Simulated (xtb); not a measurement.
C₄H₉KO (SMILES CC(C)(C)[O][K]), singlet, geometry from GFN2-xTB (such geometries of metal compounds can be far from the true shape); xtb with GFN1-xTB.

xtb was given this input:
```
$ xtb mol.xyz --gfn 1 --grad --json

# file mol.xyz
15

K      1.42150951     1.48499079     0.73572327
O     -0.31261562     0.24102951     0.76644815
C     -0.61612927    -0.60075879    -0.24875327
C      0.48404431    -1.66485134    -0.47729857
C     -1.93081770    -1.35373098     0.08543984
C     -0.83564189     0.14746532    -1.58549659
H      0.19566226    -2.36992852    -1.25270589
H      0.65150206    -2.20641898     0.45048608
H      1.41971964    -1.17615587    -0.77285994
H     -1.79500257    -1.90315599     1.01177710
H     -2.20560725    -2.04063305    -0.71067068
H     -2.72408869    -0.62724793     0.23158299
H      0.09092361     0.64867127    -1.88870787
H     -1.60956039     0.89868371    -1.44822660
H     -1.14003719    -0.53562096    -2.37435093
```

Question: Predict the main parts of the log of this xtb run.

Answer: 
```
   ID    Z sym.   atoms
    1   19 K      1
    2    8 O      2
    3    6 C      3-6
    4    1 H      7-15

           -------------------------------------------------
          |                Calculation Setup                |
           -------------------------------------------------

molecular fragmentation (1/2 indicates fragments):
111111112111112
# atoms in fragment 1/2:    13     2
 fragment masses (1/2) :      110.20        2.02
CMA distance (Bohr)    :   3.652
constraining FC (au)   :  0.0500

           -------------------------------------------------
          |                 G F N 1 - x T B                 |
           -------------------------------------------------

          ...................................................
          :                      SETUP                      :
          :.................................................:
          :  # basis functions                  42          :
          :  # atomic orbitals                  42          :
          :  # shells                           30          :
          :  # electrons                        32          :
          :  # halogen bonds                     0          :
          :  max. iterations                   250          :
          :  Hamiltonian                  GFN1-xTB          :
          :  restarted?                      false          :
          :  GBSA solvation                  false          :
          :  PC potential                    false          :
          :  electronic temp.          300.0000000     K    :
          :  accuracy                    1.0000000          :
          :  -> integral cutoff          0.2500000E+02      :
          :  -> integral neglect         0.1000000E-07      :
          :  -> SCF convergence          0.1000000E-05 Eh   :
          :  -> wf. convergence          0.2000000E-04 e    :
          :  Broyden damping             0.4000000          :
          :  net charge                          0          :
          :  unpaired electrons                  0          :
          ...................................................

 iter      E             dE          RMSdq      gap      omega  full diag
   1    -18.4792887 -0.184793E+02  0.772E+00    2.30       0.0  T
   2    -18.5664967 -0.872080E-01  0.463E+00    3.58       1.0  T
   3    -18.5670248 -0.528063E-03  0.103E+00    3.67       1.0  T
   4    -18.5693846 -0.235987E-02  0.141E-01    3.82       1.0  T
   5    -18.5695068 -0.122184E-03  0.176E-02    3.75       1.5  T
   6    -18.5695084 -0.153147E-05  0.463E-03    3.74       5.6  T
   7    -18.5695084 -0.734140E-07  0.118E-03    3.74      21.9  T
   8    -18.5695084 -0.886529E-08  0.429E-04    3.74      60.3  T
   9    -18.5695084 -0.105941E-08  0.617E-05    3.74     418.3  T
  10    -18.5695084 -0.347811E-10  0.153E-05    3.74    1692.2  T

   *** convergence criteria satisfied after 10 iterations ***

         :::::::::::::::::::::::::::::::::::::::::::::::::::::
         ::                     SUMMARY                     ::
         :::::::::::::::::::::::::::::::::::::::::::::::::::::
         :: total energy             -18.374636592268 Eh    ::
         :: gradient norm              0.020231118255 Eh/a0 ::
         :: HOMO-LUMO gap              3.736790952785 eV    ::
         ::.................................................::
         :: SCC energy               -18.569508437645 Eh    ::
         :: -> electrostatic           0.100970800665 Eh    ::
         :: repulsion energy           0.200563533673 Eh    ::
         :: dispersion energy         -0.005691688295 Eh    ::
         :: halogen bond corr.         0.000000000000 Eh    ::
         :: add. restraining           0.000000000000 Eh    ::
         :: total charge               0.000000000000 e     ::
         :::::::::::::::::::::::::::::::::::::::::::::::::::::

           -------------------------------------------------
          |                Property Printout                |
           -------------------------------------------------

    * Orbital Energies and Occupations

         #    Occupation            Energy/Eh            Energy/eV
      -------------------------------------------------------------
         1        2.0000           -0.6771123             -18.4252
       ...           ...                  ...                  ...
         4        2.0000           -0.6010987             -16.3567
         5        2.0000           -0.5528598             -15.0441
         6        2.0000           -0.5221891             -14.2095
         7        2.0000           -0.5188859             -14.1196
         8        2.0000           -0.5170412             -14.0694
         9        2.0000           -0.4977406             -13.5442
        10        2.0000           -0.4884746             -13.2921
        11        2.0000           -0.4732598             -12.8781
        12        2.0000           -0.4555545             -12.3963
        13        2.0000           -0.4541643             -12.3584
        14        2.0000           -0.4530418             -12.3279
        15        2.0000           -0.3618014              -9.8451
        16        2.0000           -0.3543339              -9.6419 (HOMO)
        17                         -0.2170094              -5.9051 (LUMO)
        18                         -0.1500732              -4.0837
        19                         -0.1472174              -4.0060
        20                         -0.0965503              -2.6273
        21                         -0.0764170              -2.0794
        22                         -0.0692205              -1.8836
        23                         -0.0649617              -1.7677
        24                         -0.0410626              -1.1174
        25                         -0.0240219              -0.6537
        26                         -0.0102847              -0.2799
        27                         -0.0079545              -0.2165
       ...                                ...                  ...
        42                          0.6794787              18.4896
      -------------------------------------------------------------
                  HL-Gap            0.1373245 Eh            3.7368 eV
             Fermi-level           -0.2856716 Eh           -7.7735 eV

  Mulliken/CM5 charges         n(s)   n(p)   n(d)
     1K     0.54080  0.91365   0.072  0.388  0.000
     2O    -0.73889 -1.11231   1.670  5.069  0.000
     3C     0.29110  0.26179   1.015  2.694  0.000
     4C    -0.10508 -0.25898   1.018  3.087  0.000
     5C    -0.11482 -0.26201   1.014  3.100  0.000
     6C    -0.10508 -0.25898   1.018  3.087  0.000
     7H     0.01963  0.07300   0.980  0.000  0.000
     8H     0.03945  0.09422   0.961  0.000  0.000
     9H     0.02189  0.07408   0.978  0.000  0.000
    10H     0.03185  0.08723   0.968  0.000  0.000
    11H     0.00633  0.05976   0.994  0.000  0.000
    12H     0.03185  0.08723   0.968  0.000  0.000
    13H     0.02189  0.07408   0.978  0.000  0.000
    14H     0.03945  0.09422   0.961  0.000  0.000
    15H     0.01963  0.07300   0.980  0.000  0.000

Wiberg/Mayer (AO) data.
largest (>0.10) Wiberg bond orders for each atom

 ---------------------------------------------------------------------------
     #   Z sym  total        # sym  WBO       # sym  WBO       # sym  WBO
 ---------------------------------------------------------------------------
     1  19 K    0.840 --     2 O    0.431
     2   8 O    1.733 --     3 C    1.086     1 K    0.431
     3   6 C    3.960 --     2 O    1.086     5 C    0.958     6 C    0.952
                             4 C    0.952
     4   6 C    3.986 --     7 H    0.985     8 H    0.964     3 C    0.952
                             9 H    0.931
     5   6 C    3.994 --    11 H    0.988    12 H    0.978    10 H    0.978
                             3 C    0.958
     6   6 C    3.986 --    15 H    0.985    14 H    0.964     3 C    0.952
                            13 H    0.931
     7   1 H    1.001 --     4 C    0.985
     8   1 H    1.010 --     4 C    0.964
     9   1 H    1.013 --     4 C    0.931
    10   1 H    1.010 --     5 C    0.978
    11   1 H    1.004 --     5 C    0.988
    12   1 H    1.010 --     5 C    0.978
    13   1 H    1.013 --     6 C    0.931
    14   1 H    1.010 --     6 C    0.964
    15   1 H    1.001 --     6 C    0.985
 ---------------------------------------------------------------------------

Topologies differ in total number of bonds
Writing topology from bond orders to xtbtopo.mol

 dipole moment from electron density (au)
     X       Y       Z
   2.5767   1.7201  -0.2555  total (Debye):    7.901

           -------------------------------------------------
          | TOTAL ENERGY              -18.374636592268 Eh   |
          | GRADIENT NORM               0.020231118255 Eh/α |
          | HOMO-LUMO GAP               3.736790952785 eV   |
           -------------------------------------------------

normal termination of xtb
```
